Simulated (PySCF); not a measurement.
# Exercise with solution: chemical shift, span and skew from a shielding tensor

Si(H)2(OH)(PH2) (H₅OPSi), SMILES O[SiH2]P. Atoms are numbered in the order given.

```xyz
8

Si    -0.8071    -0.0213    -0.1571
O     -0.9734     1.5698     0.2689
P      1.2676    -0.8902     0.0360
H     -1.7103    -0.7519     0.7543
H     -1.2134    -0.2501    -1.5669
H     -0.4169     2.2110    -0.1846
H      1.5448    -0.2367     1.2631
H      1.8702     0.1201    -0.7577
```

Coordinates come from a TPSSh-D3(BJ)/def2-TZVP optimisation. One conformer was computed; it need not be the lowest.

GIAO shieldings from PySCF with HF/pcSseg-1, non-relativistic, no solvent. The symmetric part of the tensor of P3 has the principal values 574.3, 605.0, 621.5 ppm. The same nucleus in PH3 has σ = 598.4 ppm at this level (PySCF, at its B3LYP-D3(BJ)/def2-TZVP geometry).

Question: Work out the isotropic shielding, the ³¹P shift against PH3, the span and the skew.

Answer: 
σ(iso) = (σ11 + σ22 + σ33)/3 = 600.3 ppm. δ = σ(ref) − σ(iso) = 598.4 − (600.3) = -1.9 ppm.
Span Ω = σ33 − σ11 = 47.2 ppm. Skew κ = 3(σ(iso) − σ22)/Ω = -0.30. Tumbling in solution averages the tensor to δ; in a static solid the shielding alone would spread this spin-1/2 line over Ω.
